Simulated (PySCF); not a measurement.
B(H)(F)(Br), SMILES FBBr (HBBrF) (PBE0/def2-SVP optimised geometry):

```
4

B     -0.193     0.314     0.000
H     -0.802     1.350     0.000
F      1.117     0.314     0.000
Br    -1.117    -1.350     0.000
```

Computed with PBE0/def2-TZVP in PySCF.

Task: What are the frontier orbital energies and the dipole moment?

Result: HOMO-2 -10.16 eV, HOMO-1 -9.28 eV, HOMO -8.78 eV, LUMO -1.27 eV, LUMO+1 1.31 eV; dipole moment 0.68 D.

Meta-Löwdin charges at PBE0/def2-TZVP: B1 0.30, H2 0.02, F3 -0.26, Br4 -0.06.
